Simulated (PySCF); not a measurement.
A structure optimised at B3LYP-D3(BJ)/def2-TZVPD, used in a PySCF frequency run:

```xyz
3

Cu     0.0000     0.0000     0.0000
F      0.0000     0.0000    -1.8163
F      0.0000     0.0000     1.8163
```
Charge -1, spin multiplicity 1.

Write its SMILES, formula and point group.

[F][Cu-][F], CuF2, D∞h

What are its rotational constants (standard atomic weights)?

4.0318 GHz (linear rotor, B only)
